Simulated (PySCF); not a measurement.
# CdO: everyday levels beside a composite calculation

PySCF; the state is a triplet (σ ↑, π ↑). The composite is CCSD(T) extrapolated to the basis-set limit from two correlation-consistent sets, with core-valence (CV) and scalar-relativistic (SR) terms as its label shows; it has no spin–orbit coupling and nothing beyond (T). Here it is CCSD(T)/CBS(DT). It gives Re = 2.072 Å, ωe = 462 cm⁻¹ and De = 0.87 eV to Cd + O.

```json
{"level": "UHF-CCSD(T)", "basis": "cc-pVDZ-PP/cc-pVDZ", "relativity": "scalar-relativistic core potentials", "Re (Å)": "2.094", "ωe (cm⁻¹)": "414", "De (eV)": "0.39"}
{"level": "PBE", "basis": "def2-SVPD", "relativity": "scalar-relativistic core potentials", "Re (Å)": "2.144", "ωe (cm⁻¹)": "385", "De (eV)": "1.25"}
{"level": "PBE", "basis": "def2-TZVPP", "relativity": "scalar-relativistic core potentials", "Re (Å)": "2.120", "ωe (cm⁻¹)": "388", "De (eV)": "1.20"}
{"level": "BP86", "basis": "cc-pVDZ-PP/cc-pVDZ", "relativity": "scalar-relativistic core potentials", "Re (Å)": "2.108", "ωe (cm⁻¹)": "399", "De (eV)": "1.12"}
{"level": "r²SCANh", "basis": "def2-SVPD", "relativity": "scalar-relativistic core potentials", "Re (Å)": "2.100", "ωe (cm⁻¹)": "432", "De (eV)": "1.17"}
{"level": "PBE0", "basis": "cc-pVDZ-PP/cc-pVDZ", "relativity": "scalar-relativistic core potentials", "Re (Å)": "2.092", "ωe (cm⁻¹)": "415", "De (eV)": "0.89"}
{"level": "PBE0", "basis": "def2-TZVPP", "relativity": "scalar-relativistic core potentials", "Re (Å)": "2.092", "ωe (cm⁻¹)": "418", "De (eV)": "0.96"}
{"level": "r²SCAN0", "basis": "def2-SVPD", "relativity": "scalar-relativistic core potentials", "Re (Å)": "2.093", "ωe (cm⁻¹)": "442", "De (eV)": "1.02"}
{"level": "M06", "basis": "def2-SVPD", "relativity": "scalar-relativistic core potentials", "Re (Å)": "2.151", "ωe (cm⁻¹)": "377", "De (eV)": "0.78"}
{"level": "BHandHLYP", "basis": "def2-TZVPP", "relativity": "scalar-relativistic core potentials", "Re (Å)": "2.096", "ωe (cm⁻¹)": "416", "De (eV)": "0.63"}
```

**Question.** Give the difference of each row from the composite.

**Answer.** 

```tsv
level	basis	ΔRe (pm)	Δωe (%)	ΔDe (eV)
UHF-CCSD(T)	cc-pVDZ-PP/cc-pVDZ	+2.2	-10.4	-0.48
PBE	def2-SVPD	+7.2	-16.7	+0.38
PBE	def2-TZVPP	+4.8	-16.0	+0.33
BP86	cc-pVDZ-PP/cc-pVDZ	+3.6	-13.6	+0.25
r²SCANh	def2-SVPD	+2.8	-6.5	+0.30
PBE0	cc-pVDZ-PP/cc-pVDZ	+2.0	-10.2	+0.02
PBE0	def2-TZVPP	+2.0	-9.5	+0.09
r²SCAN0	def2-SVPD	+2.1	-4.3	+0.15
M06	def2-SVPD	+7.9	-18.4	-0.09
BHandHLYP	def2-TZVPP	+2.4	-10.0	-0.24
```

**Question.** Which rows come closest in De?

**Answer.** PBE0 in cc-pVDZ-PP/cc-pVDZ (+0.02 eV), counted from the composite.

Correlated steps freeze the inner cores (1 to 5 orbitals); shallow outer-core shells are correlated. Correlated levels converge slowly with the basis: in double zeta they bind strong bonds too weakly, by up to about 1 eV, and carry superposition errors of some tenths. Spin–orbit coupling is left out. The CCSD T1 diagnostic is raised in CdO, a sign that a single reference may not be enough there. The state was picked by a PBE0 search and need not be the measured ground state.
